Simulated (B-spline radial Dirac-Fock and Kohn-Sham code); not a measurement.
La²⁵⁺: eigenvalues, ΔSCF and the reference

System: La²⁵⁺ in the configuration [Ar] 3d10 4s2 4p2.

The density-functional columns are spherical, spin-unpolarised Dirac-Kohn-Sham results without Breit or QED terms: −ε is minus the orbital energy of the initial state and ΔSCF the difference of two total energies. The reference in the last column comes from Dirac-Fock energy differences between relaxed states, corrected for Breit and QED terms. All numbers are from an atomic code on a B-spline grid, in eV; a selection of levels is shown. For the 1s level of heavy atoms much of the gap between ΔSCF and the reference is the Breit and QED part, -147.5 eV here; for other levels the error of the functional can be larger.

| level | LDA −ε | LDA ΔSCF | Dirac-Fock |
| --- | --- | --- | --- |
| K (1s) | 39473.9 | 39889.3 | 39752.8 |
| L1 (2s) | 6938.7 | 7028.6 | 7082.9 |
| L2 (2p1/2) | 6595.5 | 6704.1 | 6705.9 |
| L3 (2p3/2) | 6181.5 | 6282.9 | 6296.5 |
| M1 (3s) | 2054.0 | 2092.4 | 2130.6 |
| M2 (3p1/2) | 1909.9 | 1949.6 | 1971.7 |
| M3 (3p3/2) | 1826.6 | 1864.9 | 1887.8 |
| M4 (3d3/2) | 1576.1 | 1618.5 | 1618.1 |
| M5 (3d5/2) | 1557.9 | 1599.9 | 1600.5 |
| N1 (4s) | 908.8 | 928.1 | 924.2 |
| N2,3 (4p) | 835.4 | 854.2 | 851.2 |

Values without a named source are computed, but for edge energies of neutral atoms, which are taken from tables.
